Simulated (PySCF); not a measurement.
How methods differ on the excitation energy of Sr

Sr [Kr] 5s2 (1S) → Sr [Kr] 4d2 (3F), as a difference of total energies. All numbers are calculated (PySCF 2.14, scalar relativity by spin-free X2C-1e, in aug-cc-pwCVTZ-X2C). Correlated levels: valence and next inner shell: [Ar] 3d10 frozen. The calculations carry no spin-orbit coupling.

```csv
method,excitation energy (cm⁻¹)
UHF,35311
MP2 (valence and next inner shell),39472
SCS-MP2 (valence and next inner shell),40754
CCSD (valence and next inner shell),39085
CCSD(T) (valence and next inner shell),39538
```

A first-order spin-orbit estimate (lowest level to lowest level, LS coupling) adds -0.020 eV.
